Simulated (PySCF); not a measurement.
FZn, charge +1, singlet, at a GFN2-xTB geometry (such geometries of metal compounds can be far from the true shape); CASSCF(10,8)/6-31G* (PySCF).

The PySCF input:
```python
from pyscf import gto, scf, mcscf
import numpy

mol = gto.Mole()
mol.atom = '''
    Zn   -0.000000   -0.000000   -0.400442
    F     0.000000    0.000000    1.334808
'''
mol.basis = '6-31g*'
mol.charge = 1
mol.spin = 0
mol.verbose = 4
mol.build()

mf = scf.RHF(mol)
mf.kernel()
mc = mcscf.CASSCF(mf, 8, 10)
mc.fix_spin_(ss=0.0)
mc.kernel()
occ = numpy.linalg.eigvalsh(mc.fcisolver.make_rdm1(mc.ci, mc.ncas, mc.nelecas))[::-1]
ss = mc.fcisolver.spin_square(mc.ci, mc.ncas, mc.nelecas)[0]
print('natural occupations', occ.round(4), ' <S^2>', round(ss, 4))
```

What the program printed (banner, timings and long lists left out):

```
PySCF version 2.14.0

[INPUT] verbose = 4
[INPUT] num. atoms = 2
[INPUT] num. electrons = 38
[INPUT] charge = 1
[INPUT] spin (= nelec alpha-beta = 2S) = 0
[INPUT] symmetry False subgroup None
[INPUT] Mole.unit = angstrom
[INPUT] Symbol           X                Y                Z      unit          X                Y                Z       unit  Magmom
[...]
nuclear repulsion = 82.3384797282236
number of shells = 18
number of NR pGTOs = 124
number of NR cGTOs = 48
basis = 6-31g*
ecp = {}

******** <class 'pyscf.scf.hf.RHF'> ********
method = RHF
initial guess = minao
damping factor = 0
level_shift factor = 0
DIIS = <class 'pyscf.scf.diis.CDIIS'>
diis_start_cycle = 1
diis_space = 8
diis_damp = 0
SCF conv_tol = 1e-09
SCF conv_tol_grad = None
SCF max_cycles = 50
direct_scf = True
direct_scf_tol = 1e-13
Set gradient conv threshold to 3.16228e-05
Initial guess from minao.
init E= -1876.3935136452
[...]
cycle= 1 E= -1876.5637913409  delta_E= -0.17  |g|= 0.545  |ddm|= 1.43
[...]
cycle= 2 E= -1876.5965868489  delta_E= -0.0328  |g|= 0.397  |ddm|= 0.58
[...]
cycle= 3 E= -1876.62153658798  delta_E= -0.0249  |g|= 0.0342  |ddm|= 0.218
[...]
cycle= 4 E= -1876.62189937872  delta_E= -0.000363  |g|= 0.00957  |ddm|= 0.0387
[...]
cycle= 5 E= -1876.62192643904  delta_E= -2.71e-05  |g|= 0.00419  |ddm|= 0.0096
[...]
cycle= 6 E= -1876.62193081747  delta_E= -4.38e-06  |g|= 0.000686  |ddm|= 0.00375
[...]
cycle= 7 E= -1876.62193123044  delta_E= -4.13e-07  |g|= 0.000245  |ddm|= 0.00148
[...]
cycle= 8 E= -1876.62193129274  delta_E= -6.23e-08  |g|= 7.13e-05  |ddm|= 0.000658
[...]
cycle= 9 E= -1876.62193129872  delta_E= -5.99e-09  |g|= 1.1e-05  |ddm|= 0.000232
[...]
cycle= 10 E= -1876.62193129886  delta_E= -1.33e-10  |g|= 2.98e-06  |ddm|= 2.87e-05
[...]
Extra cycle  E= -1876.62193129886  delta_E= -8.64e-12  |g|= 1.47e-06  |ddm|= 4.27e-06
converged SCF energy = -1876.62193129886

******** <class 'pyscf.mcscf.mc1step.CASSCF'> ********
CAS (5e+5e, 8o), ncore = 14, nvir = 26
max_cycle_macro = 50
max_cycle_micro = 4
conv_tol = 1e-07
conv_tol_grad = None
orbital rotation max_stepsize = 0.02
orbital rotation threshold for CI restart = 0.01
augmented hessian ah_max_cycle = 30
augmented hessian ah_conv_tol = 1e-12
augmented hessian ah_linear dependence = 1e-14
augmented hessian ah_level shift = 1e-08
augmented hessian ah_start_tol = 2.5
augmented hessian ah_start_cycle = 3
augmented hessian ah_grad_trust_region = 3
kf_trust_region = 3
kf_interval = 4
ci_response_space = 4
ci_grad_trust_region = 3
with_dep4 0
natorb = False
canonicalization = True
sorting_mo_energy = False
ao2mo_level = 2
internal_rotation = False
******** <class 'pyscf.fci.addons.SpinPenaltyFCISolver'> ********
max. cycles = 50
conv_tol = 1e-08
davidson only = True
linear dependence = 1e-12
level shift = 0.001
max iter space = 12
nroots = 1
pspace_size = 400
spin = None
CASCI E = -1876.62728922679  S^2 = 0.0000000
Set conv_tol_grad to 0.000316228
macro iter   1 ( 21 JK    4 micro), CASSCF E = -1876.67078125795  dE = -4.34920312e-02  S^2 = 0.0000000
               |grad[o]|=0.0401  |grad[c]|=0.0494  |ddm|=0.0637  |maxRot[o]|=0.309
macro iter   2 ( 21 JK    4 micro), CASSCF E = -1876.71004296906  dE = -3.92617111e-02  S^2 = 0.0000000
               |grad[o]|=0.107  |grad[c]|=0.0428  |ddm|=0.00976  |maxRot[o]|=0.313
macro iter   3 ( 21 JK    4 micro), CASSCF E = -1876.72187473442  dE = -1.18317654e-02  S^2 = 0.0000000
               |grad[o]|=0.0515  |grad[c]|=0.022  |ddm|=0.00652  |maxRot[o]|=0.198
macro iter   4 ( 21 JK    4 micro), CASSCF E = -1876.72330894527  dE = -1.43421084e-03  S^2 = 0.0000000
               |grad[o]|=0.0127  |grad[c]|=0.0103  |ddm|=0.00316  |maxRot[o]|=0.301
macro iter   5 ( 21 JK    4 micro), CASSCF E = -1876.72367264657  dE = -3.63701304e-04  S^2 = 0.0000000
               |grad[o]|=0.0122  |grad[c]|=0.00847  |ddm|=0.00188  |maxRot[o]|=0.0617
macro iter   6 ( 12 JK    3 micro), CASSCF E = -1876.72396363323  dE = -2.90986653e-04  S^2 = 0.0000000
               |grad[o]|=0.00948  |grad[c]|=0.00706  |ddm|=0.00152  |maxRot[o]|=0.149
macro iter   7 ( 21 JK    4 micro), CASSCF E = -1876.72386405781  dE =  9.95754194e-05  S^2 = 0.0000000
               |grad[o]|=0.00855  |grad[c]|=0.0118  |ddm|=0.00106  |maxRot[o]|=0.134
macro iter   8 ( 21 JK    4 micro), CASSCF E = -1876.72400517598  dE = -1.41118177e-04  S^2 = 0.0000000
               |grad[o]|=0.00862  |grad[c]|=0.00441  |ddm|=0.000268  |maxRot[o]|=0.0958
macro iter   9 ( 12 JK    3 micro), CASSCF E = -1876.72413553886  dE = -1.30362878e-04  S^2 = 0.0000000
               |grad[o]|=0.00799  |grad[c]|=0.00171  |ddm|=0.000499  |maxRot[o]|=0.0803
macro iter  10 ( 17 JK    4 micro), CASSCF E = -1876.72409614147  dE =  3.93973864e-05  S^2 = 0.0000000
               |grad[o]|=0.00725  |grad[c]|=0.0258  |ddm|=0.000808  |maxRot[o]|=0.088
macro iter  11 ( 21 JK    4 micro), CASSCF E = -1876.72416444281  dE = -6.83013322e-05  S^2 = 0.0000000
               |grad[o]|=0.0065  |grad[c]|=0.00151  |ddm|=0.000181  |maxRot[o]|=0.0379
macro iter  12 ( 21 JK    4 micro), CASSCF E = -1876.72414126751  dE =  2.31752983e-05  S^2 = 0.0000000
               |grad[o]|=0.00616  |grad[c]|=0.00656  |ddm|=0.000291  |maxRot[o]|=0.0872
macro iter  13 ( 25 JK    4 micro), CASSCF E = -1876.72421118835  dE = -6.99208395e-05  S^2 = 0.0000000
               |grad[o]|=0.00572  |grad[c]|=0.00211  |ddm|=0.000122  |maxRot[o]|=0.0403
macro iter  14 ( 21 JK    4 micro), CASSCF E = -1876.72420643571  dE =  4.75264051e-06  S^2 = 0.0000000
               |grad[o]|=0.00547  |grad[c]|=0.0042  |ddm|=0.000209  |maxRot[o]|=0.0709
macro iter  15 ( 25 JK    4 micro), CASSCF E = -1876.72428648941  dE = -8.00537071e-05  S^2 = 0.0000000
               |grad[o]|=0.00515  |grad[c]|=0.00134  |ddm|=8.47e-05  |maxRot[o]|=0.0451
macro iter  16 ( 17 JK    4 micro), CASSCF E = -1876.72430886732  dE = -2.23779052e-05  S^2 = 0.0000000
               |grad[o]|=0.00489  |grad[c]|=0.00435  |ddm|=0.000162  |maxRot[o]|=0.0445
[...]
macro iter  22 ( 22 JK    4 micro), CASSCF E = -1876.72438192227  dE = -5.47250324e-05  S^2 = 0.0000000
               |grad[o]|=0.00346  |grad[c]|=0.00074  |ddm|=7.19e-05  |maxRot[o]|=0.0282
macro iter  23 ( 17 JK    4 micro), CASSCF E = -1876.72438204603  dE = -1.23763357e-07  S^2 = 0.0000000
               |grad[o]|=0.00329  |grad[c]|=0.0015  |ddm|=0.000127  |maxRot[o]|=0.0657
macro iter  24 ( 17 JK    4 micro), CASSCF E = -1876.72433576397  dE =  4.62820590e-05  S^2 = 0.0000000
               |grad[o]|=0.00315  |grad[c]|=0.00707  |ddm|=0.000189  |maxRot[o]|=0.0925
macro iter  25 ( 22 JK    4 micro), CASSCF E = -1876.72439123196  dE = -5.54679848e-05  S^2 = 0.0000000
               |grad[o]|=0.00307  |grad[c]|=0.000841  |ddm|=5.84e-05  |maxRot[o]|=0.0284
macro iter  26 ( 17 JK    4 micro), CASSCF E = -1876.72437803822  dE =  1.31937356e-05  S^2 = 0.0000000
               |grad[o]|=0.00293  |grad[c]|=0.00454  |ddm|=0.000108  |maxRot[o]|=0.0633
macro iter  27 ( 25 JK    4 micro), CASSCF E = -1876.72442830457  dE = -5.02663497e-05  S^2 = 0.0000000
               |grad[o]|=0.00282  |grad[c]|=0.00107  |ddm|=4.89e-05  |maxRot[o]|=0.0258
macro iter  28 ( 17 JK    4 micro), CASSCF E = -1876.72442255080  dE =  5.75377112e-06  S^2 = 0.0000000
               |grad[o]|=0.0027  |grad[c]|=0.00993  |ddm|=6.8e-05  |maxRot[o]|=0.0401
macro iter  29 ( 25 JK    4 micro), CASSCF E = -1876.72447236554  dE = -4.98147381e-05  S^2 = 0.0000000
               |grad[o]|=0.00258  |grad[c]|=0.000345  |ddm|=3.79e-05  |maxRot[o]|=0.0251
macro iter  30 ( 21 JK    4 micro), CASSCF E = -1876.72451110637  dE = -3.87408365e-05  S^2 = 0.0000000
               |grad[o]|=0.00248  |grad[c]|=0.000936  |ddm|=4.19e-05  |maxRot[o]|=0.0189
macro iter  31 ( 17 JK    4 micro), CASSCF E = -1876.72449635208  dE =  1.47542939e-05  S^2 = 0.0000000
               |grad[o]|=0.00235  |grad[c]|=0.023  |ddm|=9.54e-05  |maxRot[o]|=0.0591
macro iter  32 ( 24 JK    4 micro), CASSCF E = -1876.72454486910  dE = -4.85170183e-05  S^2 = 0.0000000
               |grad[o]|=0.00226  |grad[c]|=0.000651  |ddm|=4e-05  |maxRot[o]|=0.0243
macro iter  33 ( 17 JK    4 micro), CASSCF E = -1876.72453124485  dE =  1.36242486e-05  S^2 = 0.0000000
               |grad[o]|=0.00216  |grad[c]|=0.0158  |ddm|=6.42e-05  |maxRot[o]|=0.0488
macro iter  34 ( 25 JK    4 micro), CASSCF E = -1876.72457918417  dE = -4.79393170e-05  S^2 = 0.0000000
               |grad[o]|=0.00211  |grad[c]|=0.000293  |ddm|=3.61e-05  |maxRot[o]|=0.0238
macro iter  35 ( 21 JK    4 micro), CASSCF E = -1876.72457822454  dE =  9.59627187e-07  S^2 = 0.0000000
               |grad[o]|=0.00201  |grad[c]|=0.00363  |ddm|=2.76e-05  |maxRot[o]|=0.0267
macro iter  36 ( 25 JK    4 micro), CASSCF E = -1876.72462511441  dE = -4.68898720e-05  S^2 = 0.0000000
               |grad[o]|=0.00199  |grad[c]|=0.000524  |ddm|=3.52e-05  |maxRot[o]|=0.0236
macro iter  37 ( 21 JK    4 micro), CASSCF E = -1876.72469778431  dE = -7.26698952e-05  S^2 = 0.0000000
               |grad[o]|=0.00191  |grad[c]|=0.000627  |ddm|=2.46e-05  |maxRot[o]|=0.0371
macro iter  38 ( 17 JK    4 micro), CASSCF E = -1876.72465945733  dE =  3.83269760e-05  S^2 = 0.0000000
               |grad[o]|=0.00181  |grad[c]|=0.0203  |ddm|=5.57e-05  |maxRot[o]|=0.056
macro iter  39 ( 25 JK    4 micro), CASSCF E = -1876.72470360145  dE = -4.41441166e-05  S^2 = 0.0000000
               |grad[o]|=0.00201  |grad[c]|=0.000365  |ddm|=3.14e-05  |maxRot[o]|=0.022
macro iter  40 ( 21 JK    4 micro), CASSCF E = -1876.72464887081  dE =  5.47306377e-05  S^2 = 0.0000000
               |grad[o]|=0.00189  |grad[c]|=0.00854  |ddm|=2.46e-05  |maxRot[o]|=0.0645
macro iter  41 ( 25 JK    4 micro), CASSCF E = -1876.72469357781  dE = -4.47070047e-05  S^2 = 0.0000000
               |grad[o]|=0.00191  |grad[c]|=0.000225  |ddm|=3.35e-05  |maxRot[o]|=0.0223
macro iter  42 ( 21 JK    4 micro), CASSCF E = -1876.72474480772  dE = -5.12299025e-05  S^2 = 0.0000000
               |grad[o]|=0.00182  |grad[c]|=0.000509  |ddm|=2.06e-05  |maxRot[o]|=0.0258
macro iter  43 ( 17 JK    4 micro), CASSCF E = -1876.72469369393  dE =  5.11137891e-05  S^2 = 0.0000000
               |grad[o]|=0.00171  |grad[c]|= 0.01  |ddm|=7.89e-05  |maxRot[o]|=0.0473
macro iter  44 ( 25 JK    4 micro), CASSCF E = -1876.72473526823  dE = -4.15743029e-05  S^2 = 0.0000000
               |grad[o]|=0.00182  |grad[c]|=0.000246  |ddm|=2.98e-05  |maxRot[o]|=0.021
macro iter  45 ( 21 JK    4 micro), CASSCF E = -1876.72469016343  dE =  4.51048008e-05  S^2 = 0.0000000
               |grad[o]|=0.00169  |grad[c]|=0.0034  |ddm|=2.26e-05  |maxRot[o]|=0.0601
macro iter  46 ( 25 JK    4 micro), CASSCF E = -1876.72473313915  dE = -4.29757158e-05  S^2 = 0.0000000
               |grad[o]|=0.00161  |grad[c]|=0.000236  |ddm|=3.17e-05  |maxRot[o]|=0.0222
macro iter  47 ( 21 JK    4 micro), CASSCF E = -1876.72477999831  dE = -4.68591616e-05  S^2 = 0.0000000
               |grad[o]|=0.00151  |grad[c]|=0.000664  |ddm|=1.58e-05  |maxRot[o]|=0.0233
macro iter  48 ( 17 JK    4 micro), CASSCF E = -1876.72478937926  dE = -9.38095127e-06  S^2 = 0.0000000
               |grad[o]|=0.00141  |grad[c]|=0.0133  |ddm|=4.04e-05  |maxRot[o]|=0.0416
macro iter  49 (  7 JK    2 micro), CASSCF E = -1876.72488472537  dE = -9.53461067e-05  S^2 = 0.0000000
               |grad[o]|=0.00139  |grad[c]|=0.00152  |ddm|=7.03e-05  |maxRot[o]|=0.054
macro iter  50 (  7 JK    2 micro), CASSCF E = -1876.72498425104  dE = -9.95256696e-05  S^2 = 0.0000000
               |grad[o]|=0.00136  |grad[c]|=0.00136  |ddm|=0.000126  |maxRot[o]|=0.0615
1-step CASSCF not converged,  50 macro (989 JK 194 micro) steps
CASSCF canonicalization
Density matrix diagonal elements [1.99991735 1.99914721 1.96942998 1.9800633  1.98004806 0.03153229
 0.01993218 0.01992963]
CASSCF energy = -1876.72498425104
CASCI E = -1876.72498425104  E(CI) = -115.937032585771  S^2 = 0.0000000
natural occupations [2.     1.9994 1.9811 1.9811 1.9713 0.0294 0.0189 0.0189]  <S^2> 0.0
```

Convergence was not reached.
